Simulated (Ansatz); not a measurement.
Consider the cleavage of the Ge–B bond: `[NH2][GeH2][B](O)O` + `N[SiH2]S` → `N[SiH2][S][GeH2][NH2]` + `OBO`.

Computed with Ansatz on PBE0-D4/def2-TZVP structures; ΔE is electronic, products minus reactants. CCSD(T)/CBS adds triple-zeta CCSD(T) − MP2 to the extrapolated MP2 energy (def2 sets, frozen cores). This one scheme is used for every species. DFT in def2-TZVPP. B3LYP here is the variant with VWN-RPA as its local correlation; programs differ in this. For Ge outer-core shells are correlated without core-valence functions, which leaves a few kJ/mol of doubt a bond. Scalar relativity is left out up to krypton. One conformer a species, not always the lowest.

Question: Is it downhill or uphill in electronic energy at CCSD(T)/CBS, and by how much? (An estimate is asked.)

Answer: Computed: Downhill: ΔE = -0.91 eV.

Question: What do these levels give: PBE-D4, B3LYP-D4, PBE, r2SCAN, B3LYP, HF/def2-TZVPP, MP2/def2-TZVPP, SCS-MP2/def2-TZVPP, CCSD(T)/def2-TZVPP, SCS-MP2/def2-QZVPP, HF/CBS(def2), CCSD/CBS(def2)? (Estimate.)

Answer: The calculation gave: PBE-D4 -0.88, B3LYP-D4 -0.94, PBE -0.80, r2SCAN -0.92, B3LYP -0.82, HF/def2-TZVPP -0.95, MP2/def2-TZVPP -1.02, SCS-MP2/def2-TZVPP -0.98, CCSD(T)/def2-TZVPP -0.92, SCS-MP2/def2-QZVPP -0.98, HF/CBS(def2) -0.95, CCSD/CBS(def2) -0.89 eV.

Largest T1 diagnostic among the species: 0.013.

The D4 term adds −0.12 eV with B3LYP and −0.07 eV with PBE0; it sums over pairs of atoms, weighted by their polarisabilities, and B3LYP, whose exchange is more repulsive, gets the larger term. From PBE to PBE0 (25 % exact exchange), in def2-TZVPP and without D4, ΔE moves by −0.05 eV.
